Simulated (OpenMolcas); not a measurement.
**Levels of Re²⁺ by method**

* Program: OpenMolcas 26.06
* Basis: ANO-R1 [7s5p4d2f]
* Scalar Hamiltonian: X2C, finite nucleus
* Active space: 5 electrons in 5 orbitals (5d)
* State averaging: 2S+1 = 6 even, 1 root; 2S+1 = 4 even, 24 roots; 2S+1 = 2 even, 75 roots
* Spin-orbit coupling: state interaction with AMFI integrals over the reference wave functions, term energies averaged over their components

Methods on the same reference wave functions:
A. CASSCF
B. SS-CASPT2, IPEA 0.25 Eh, imaginary shift 0.1 Eh (closed shells correlated: 5s 5p)
C. MS-CASPT2, IPEA 0.25 Eh, imaginary shift 0.1 Eh (closed shells correlated: 5s 5p)

Energies in cm-1 above 5d5 6S 5/2, the measured ground level; measured values from the list in Brasseur, Gamrath and Quinet, At. Data Nucl. Data Tables 157, 101636 (2024).

```csv
Level,A,B,C,Measured
5d5 6S 5/2,0.0,0.0,0.0,0.0
5d5 4G 7/2 [71 %],22264,19890,19890,16890
5d5 4G 11/2,22765,20790,20790,18020
5d5 4G 9/2,23302,21300,21300,18346
5d5 4P 3/2 [51 %],23782,19890,19890,
5d5 4P 1/2 [68 %],25798,21920,21920,
5d5 4D 7/2 [74 %],28132,24500,24500,20453
5d5 4D 1/2 [71 %],30950,27030,27030,
5d5 2I 11/2,32006,30050,30050,26170
5d5 2I 13/2,34202,32480,32480,28588
5d5 4F 5/2 [52 %],39600,35450,35450,
5d5 2H 9/2 [54 %],40669,37050,37050,
5d5 2F 5/2(2) [57 %],44563,39550,39550,
5d5 2H 11/2 [74 %],45509,42570,42570,
5d5 2F 7/2(2) [54 %],47113,42360,42360,
5d5 2S 1/2,49756,43650,43650,
5d5 2D 3/2(2),55023,48670,48670,
5d5 2D 5/2(2) [73 %],57536,51430,51430,
5d5 2G 9/2(2),60737,55270,55270,
5d5 2G 7/2(2),61860,56410,56410,
5d5 2P 3/2,71730,63290,63290,
5d5 2P 1/2,74016,65720,65720,
5d5 2D 5/2(3),79659,70940,70940,
5d5 2D 3/2(3),81270,72600,72600,
```

Deviations, from unrounded energies. A percentage is the sum of absolute deviations over the sum of measured energies, with the sign that they share, or ± where signs differ.

| Against measurement | Levels | A | B | C |
| --- | --- | --- | --- | --- |
| mean absolute deviation (cm-1) | 6 | 5700 | 3400 | 3400 |
| other terms of the ground configuration (%) | 6 | +26.6 | +16.0 | +16.0 |

B, C lie about equally close to measurement and A furthest from it. The largest miss of B in the table is 5d5 4D 7/2 [74 %], by +4000 cm-1. The ranking rests on the paired levels alone, and a cruder setting can come out closer through cancelling errors.

Between B and C no level of the table moves by more than 5 cm-1.

The two smallest mean deviations differ by little beside CASPT2's spread within terms, so their order carries little weight.

From A to B the spin-free energies of the other terms of 5d5 shown, above 6S, scale by factors of 0.85 to 0.94, as is usual when dynamic correlation screens the repulsion within a d or f shell.

The lowest spin-free term lies below A's lowest term by 0.185 hartree in B, 0.185 hartree in C.

CASPT2 does not keep the components of a term degenerate, so their means are used; among the terms shown or strongly mixed into the levels shown the widest spread is 560 cm-1 (5d5 2F(2), C). Configurations with an s electron lie low in 5d ions of this charge, fall among these levels and mix in, so low-spin terms can stand far too high, up to twice their true height, and weights are not those of the real levels. Without dynamic correlation excited terms often stand tens of per cent too high (terms of higher spin than the ground term too low), and those without a measured partner can miss by more than the paired ones (holds for A). Some levels mix across a computed gap that differs much from the measured one, so their mixing is not that of the real levels (holds for A). Some terms miss by over 15 % even with CASPT2, which points to a basis or an active space too small for the shells correlated (holds for B; C). Blocks of more than 70 roots (2S+1 = 2 even) ran without multistate coupling (holds for C). Computed and measured levels are paired by configuration, term and J; levels that our copy of the source lacks, or whose pairing is in doubt (as where it misses far off the trend of its configuration), stay unpaired and out of the deviations. Levels of configurations outside the active space are missing. Levels that lie high or do not pair safely by name in every column are left out.

A share in square brackets marks a mixed level and gives the weight of the term that names it, the lowest over the columns. A number in round brackets counts repeated terms of one configuration in the order of the reference energies.
